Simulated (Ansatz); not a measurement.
Molecule: thiophen-2-ylgermane, C4H6GeS, net charge 0, singlet state. 
Geometry from a B3LYP-D3(BJ)/def2-TZVP (Ansatz, an electronic-structure program) optimisation:
SMILES: [GeH3][c]1cccs1
```xyz
12

Ge     1.7530     0.1111    -0.1043
C     -0.1891     0.1444    -0.0800
C     -1.0024     1.1076    -0.6239
C     -2.3881     0.8506    -0.4427
C     -2.6184    -0.3093     0.2396
S     -1.1464    -1.0868     0.6602
H      2.3140     0.1156     1.3278
H      2.2141     1.3723    -0.8509
H      2.2654    -1.1442    -0.8306
H     -0.6194     1.9771    -1.1400
H     -3.1752     1.4975    -0.8025
H     -3.5655    -0.7439     0.5145
```
Charge 0, spin multiplicity 1.

Dipole moments at this geometry, in debye (magnitudes).

| level | program | dipole (D) |
|---|---|---|
| SVWN5/def2-TZVPD | Ansatz | 0.68 |
| PBE/def2-TZVPD | Ansatz | 0.74 |
| BLYP/def2-TZVPD | Ansatz | 0.73 |
| r2SCAN/def2-TZVPD | Ansatz | 0.79 |
| B3LYP/def2-TZVPD | Ansatz | 0.75 |
| PBE0/def2-TZVPD | Ansatz | 0.77 |
| r2SCAN0/def2-TZVPD | Ansatz | 0.80 |
| HSE06/def2-TZVPD | Ansatz | 0.78 |
| CAM-B3LYP/def2-TZVPD | Ansatz | 0.74 |
| LC-wPBE/def2-TZVPD | Ansatz | 0.77 |
| wB97M-V/def2-TZVPD | Ansatz | 0.71 |
| wB97X-V/def2-TZVPD | Ansatz | … |
| CCSD(T)/def2-SVPD | Ansatz | … |

Task: What belongs in the gaps?

Result: 
- wB97X-V/def2-TZVPD, dipole (D): 0.79
- CCSD(T)/def2-SVPD, dipole (D): 0.79
